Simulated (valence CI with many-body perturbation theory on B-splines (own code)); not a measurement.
Energy levels of Se⁺

Level of theory: configuration interaction combined with many-body perturbation theory (CI+MBPT): five valence electrons over a frozen Dirac-Fock core [Ar] 3d10, a basis of 9 s, 9 p, 8 d, 6 f, 3 g, 1 h functions for each j, with the one-electron correlation potential Σ1, the two-electron term Σ2, the three-electron term Σ3, Breit, model QED; selected CI, second order for the rest, scaled by the run's own slope (own B-spline code, finite nucleus).

Against 14 measured levels this calculation errs by 176 cm⁻¹ on average and by 362 at most. These come from a selection out of the NIST Handbook of Basic Atomic Spectroscopic Data. Levels without a partner in it may be off by more. Among the levels kept, up to 2800 cm⁻¹ of a level comes from second order outside the variational space, and about a tenth of that is noise between levels of different J, which matters for small intervals.

Levels 1 to 39 of 39, with energies above the lowest level, 4s2 4p3 4S°_3/2. "Leading %" is the weight of the configuration and term that name the level; weights of strongly mixed levels are sums over their largest components and can fall short, so below about 35 % the name and the second component can differ from the true leading terms, or belong to a minority configuration. In the jj column 3d3/2^4 stands for four electrons in 3d with j = 3/2.

| No. | Configuration | Term | J | E (eV) | Leading % | Second component | g | Leading jj |
| --- | --- | --- | --- | --- | --- | --- | --- | --- |
| 1 | 4s2 4p3 | 4S° | 3/2 | 0.000 | 95 |  | 1.996 | 4s^2 4p1/2 4p3/2^2 (51 %) |
| 2 | 4s2 4p3 | 2D° | 3/2 | 1.639 | 90 | 5 % 4s2 4p3 2P° | 0.830 | 4s^2 4p1/2 4p3/2^2 (43 %) |
| 3 | 4s2 4p3 | 2D° | 5/2 | 1.716 | 95 |  | 1.200 | 4s^2 4p1/2 4p3/2^2 (95 %) |
| 4 | 4s2 4p3 | 2P° | 1/2 | 2.864 | 94 |  | 0.666 | 4s^2 4p1/2 4p3/2^2 (94 %) |
| 5 | 4s2 4p3 | 2P° | 3/2 | 2.969 | 88 | 5 % 4s2 4p3 2D° | 1.310 | 4s^2 4p3/2^3 (68 %) |
| 6 | 4s 4p4 | 4P | 5/2 | 10.359 | 78 | 14 % 4s2 4p2 4d 4P | 1.598 | 4s 4p1/2^2 4p3/2^2 (58 %) |
| 7 | 4s 4p4 | 4P | 3/2 | 10.570 | 78 | 15 % 4s2 4p2 4d 4P | 1.733 | 4s 4p1/2 4p3/2^3 (68 %) |
| 8 | 4s 4p4 | 4P | 1/2 | 10.672 | 78 | 15 % 4s2 4p2 4d 4P | 2.667 | 4s 4p3/2^4 (30 %) |
| 9 | 4s2 4p2 5s | 4P | 1/2 | 11.794 | 88 |  | 2.572 | 4s^2 4p1/2^2 5s (61 %) |
| 10 | 4s2 4p2 5s | 4P | 3/2 | 11.981 | 90 |  | 1.719 | 4s^2 4p1/2 4p3/2 5s (90 %) |
| 11 | 4s2 4p2 5s | 4P | 5/2 | 12.222 | 90 |  | 1.588 | 4s^2 4p1/2 4p3/2 5s (47 %) |
| 12 | 4s2 4p2 5s | 2P | 1/2 | 12.243 | 80 | 7 % 4s2 4p2 4d 2P | 0.765 | 4s^2 4p1/2 4p3/2 5s (73 %) |
| 13 | 4s2 4p2 5s | 2P | 3/2 | 12.411 | 32 | 23 % 4s2 4p2 4d 2P | 1.153 | 4s^2 4p1/2 4p3/2 5s (19 %) |
| 14 | 4s2 4p2 5s | 2P | 3/2 | 12.538 | 33 | 33 % 4s 4p4 2D | 0.996 | 4s^2 4p1/2 4p3/2 5s (24 %) |
| 15 | 4s 4p4 | 2D | 5/2 | 12.559 | 55 | 32 % 4s2 4p2 4d 2D | 1.200 | 4s 4p1/2 4p3/2^3 (42 %) |
| 16 | 4s2 4p2 4d | 4F | 3/2 | 12.952 | 82 | 4 % 4s2 4p2 4d 2P | 0.491 | 4s^2 4p1/2 4p3/2 4d3/2 (41 %) |
| 17 | 4s2 4p2 4d | 2P | 3/2 | 12.973 | 43 | 16 % 4s2 4p2 5s 2P | 1.228 | 4s^2 4p1/2^2 4d3/2 (14 %) |
| 18 | 4s2 4p2 4d | 4F | 5/2 | 13.021 | 85 | 5 % 4s2 4p2 4d 4D | 1.052 | 4s^2 4p1/2 4p3/2 4d3/2 (48 %) |
| 19 | 4s2 4p2 4d | 2P | 1/2 | 13.100 | 61 | 10 % 4s 4p4 2P | 0.621 | 4s^2 4p1/2 4p3/2 4d3/2 (33 %) |
| 20 | 4s2 4p2 4d | 4F | 7/2 | 13.136 | 87 | 5 % 4s2 4p2 4d 4D | 1.248 | 4s^2 4p1/2 4p3/2 4d5/2 (66 %) |
| 21 | 4s2 4p2 4d | 4F | 9/2 | 13.298 | 91 |  | 1.330 | 4s^2 4p3/2^2 4d5/2 (50 %) |
| 22 | 4s2 4p2 5s | 2D | 5/2 | 13.424 | 80 |  | 1.196 | 4s^2 4p3/2^2 5s (42 %) |
| 23 | 4s2 4p2 5s | 2D | 3/2 | 13.434 | 82 | 5 % 4s2 4p2 5s 2P | 0.839 | 4s^2 4p3/2^2 5s (52 %) |
| 24 | 4s2 4p2 4d | 2F | 5/2 | 13.467 | 54 | 27 % 4s2 4p2 4d 4D | 1.049 | 4s^2 4p1/2 4p3/2 4d3/2 (49 %) |
| 25 | 4s2 4p2 4d | 4D | 1/2 | 13.535 | 85 | 6 % 4s2 4p2 4d 2P | 0.059 | 4s^2 4p1/2 4p3/2 4d3/2 (54 %) |
| 26 | 4s2 4p2 4d | 4D | 7/2 | 13.544 | 58 | 30 % 4s2 4p2 4d 2F | 1.324 | 4s^2 4p1/2 4p3/2 4d5/2 (51 %) |
| 27 | 4s2 4p2 4d | 4D | 3/2 | 13.551 | 86 |  | 1.182 | 4s^2 4p1/2 4p3/2 4d5/2 (29 %) |
| 28 | 4s2 4p2 4d | 4D | 5/2 | 13.645 | 56 | 33 % 4s2 4p2 4d 2F | 1.180 | 4s^2 4p1/2 4p3/2 4d5/2 (52 %) |
| 29 | 4s2 4p2 4d | 2F | 7/2 | 13.903 | 60 | 30 % 4s2 4p2 4d 4D | 1.233 | 4s^2 4p3/2^2 4d5/2 (80 %) |
| 30 | 4s2 4p2 5p | 2S° | 1/2 | 13.986 | 66 | 14 % 4s2 4p2 5p 4D° | 1.668 | 4s^2 4p1/2^2 5p1/2 (42 %) |
| 31 | 4s2 4p2 5p | 4D° | 1/2 | 14.142 | 75 | 17 % 4s2 4p2 5p 2S° | 0.368 | 4s^2 4p1/2 4p3/2 5p1/2 (43 %) |
| 32 | 4s2 4p2 5p | 4D° | 3/2 | 14.199 | 78 | 9 % 4s2 4p2 5p 4P° | 1.254 | 4s^2 4p1/2^2 5p3/2 (44 %) |
| 33 | 4s2 4p2 5p | 4D° | 5/2 | 14.366 | 83 | 8 % 4s2 4p2 5p 4P° | 1.387 | 4s^2 4p1/2 4p3/2 5p3/2 (79 %) |
| 34 | 4s2 4p2 5p | 4P° | 3/2 | 14.454 | 36 | 20 % 4s2 4p2 5p 4S° | 1.490 | 4s^2 4p1/2 4p3/2 5p1/2 (45 %) |
| 35 | 4s2 4p2 5p | 4P° | 1/2 | 14.526 | 85 |  | 2.556 | 4s^2 4p1/2 4p3/2 5p3/2 (47 %) |
| 36 | 4s2 4p2 5p | 2D° | 3/2 | 14.574 | 66 | 16 % 4s2 4p2 5p 4S° | 1.116 | 4s^2 4p1/2 4p3/2 5p3/2 (83 %) |
| 37 | 4s2 4p2 5p | 4D° | 7/2 | 14.575 | 90 |  | 1.421 | 4s^2 4p1/2 4p3/2 5p3/2 (47 %) |
| 38 | 4s2 4p2 5p | 4P° | 5/2 | 14.656 | 52 | 31 % 4s2 4p2 5p 2D° | 1.435 | 4s^2 4p1/2 4p3/2 5p1/2 (42 %) |
| 39 | 4s2 4p2 4d | 2S | 1/2 | 14.672 | 48 | 30 % 4s 4p4 2S | 2.005 | 4s^2 4p1/2 4p3/2 4d5/2 (18 %) |

Names give the largest LS component (configuration and term), which can be under half, so a name can repeat, a term be missing and a line seem to break the LS rules; names also repeat where a configuration has a term twice.

Where two levels of one J and parity lie close, their mixing, g and order are uncertain.

The ionisation energy to 4s2 4p2 3P_0 of the next ion comes out as 21.121 eV (NIST: 21.196 ± 0.01 eV (measured), further off than twice its uncertainty). All 39 levels together are meant to be complete up to 14.749 eV.
